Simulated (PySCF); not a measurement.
Gas-phase reaction: GaOH + 2 H₂O ⇌ Ga(OH)₃ + 2 H

Computed with PySCF (xtb for GFN2) and rigid-rotor harmonic-oscillator thermochemistry at 1 bar. † marks an energy on the PBE0/def2-TZVP geometry and frequencies; other levels use their own. MP2 and CCSD(T) freeze the core. Open shells (unrestricted): H (multiplicity 2); the rest are closed-shell singlets. GFN2 has no spin-polarisation term. Ga: all electrons, no relativistic terms. GaOH, Ga(OH)₃: computed as isolated molecules; such fragments, hydroxides, amides, oligomers or adducts are transient or little studied in the gas. MP2 isn't extrapolated to the basis-set limit. CCSD(T) isn't extrapolated to the basis-set limit. Warning, point group unlike the PBE0 one: GaOH (GFN2-xTB).

```json
[
 {"level": "CCSD(T)/def2-SVP†", "ΔH°(298 K), kJ": "276"},
 {"level": "CCSD(T)/def2-TZVPP†", "ΔH°(298 K), kJ": "___"},
 {"level": "GFN2-xTB", "ΔH°(298 K), kJ": "___"},
 {"level": "HF/def2-TZVP†", "ΔH°(298 K), kJ": "220"},
 {"level": "MP2/def2-SVP†", "ΔH°(298 K), kJ": "229"},
 {"level": "MP2/def2-TZVPP†", "ΔH°(298 K), kJ": "___"},
 {"level": "ωB97M-V/def2-TZVP†", "ΔH°(298 K), kJ": "320"}
]
```

Q: Some entries are withheld; supply them.

A: 
- CCSD(T)/def2-TZVPP†, ΔH°(298 K), kJ: 305
- GFN2-xTB, ΔH°(298 K), kJ: 440
- MP2/def2-TZVPP†, ΔH°(298 K), kJ: 267
